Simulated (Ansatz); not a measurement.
## Ligand exchange: C2H3ClGe + CH2ClF → C2H3FGe + CH2Cl2

Species: C2H3ClGe `C#[C][GeH2][Cl]`, singlet; CH2ClF (chlorofluoromethane) `FCCl`, singlet; C2H3FGe `C#[C][GeH2][F]`, singlet; CH2Cl2 (dichloromethane) `ClCCl`, singlet. The partners trade Cl for F: Ge–Cl and C–F bonds give way to Ge–F and C–Cl.

Shapes, held fixed at every level: PBE0-D4/def2-TZVP. Programs: Ansatz 0.2.0. The zero-point and thermal change to 298 K, harmonic and unscaled (PBE0-D4/def2-TZVP), is -2.1 kJ/mol.

| level | kind | ΔH(298 K) (kJ/mol) | less CCSD(T)/def2-TZVPP | CPU time (sum over the molecules) |
| --- | --- | --- | --- | --- |
| r2SCAN-D4/def2-TZVPP | meta-GGA | +7.3 | +3.7 | 27 s |
| B3LYP-D4/def2-TZVPP | global hybrid | +6.1 | +2.5 | 21 s |
| BHLYP-D4/def2-TZVPP | global hybrid | +9.5 | +5.9 | 17 s |
| r2SCAN0-D4/def2-TZVPP | global hybrid | +9.5 | +5.9 | 27 s |
| wB97X-V/def2-TZVPP | range-separated hybrid | +5.7 | +2.1 | 39 s |
| MP2/def2-TZVPP | perturbation theory | -0.8 | -4.4 | – |
| CCSD(T)/def2-TZVPP | coupled cluster or CI | +3.6 | 0.0 | 3.5 min |

The highest level, CCSD(T)/def2-TZVPP, gives ΔH(298 K) = +3.6 kJ/mol; the levels span -0.8 to +9.5. That is about zero within the method's error. They disagree on the sign: 6 of 7 are positive. The column of differences is taken from that level and isn't an error. No measured value is set beside it here. Relativity is left out for Ge. Outer-core shells of Ge are correlated in most correlated rows, in sets that cover them unevenly. Times are processor times on shared x86 and Arm servers, and rough.
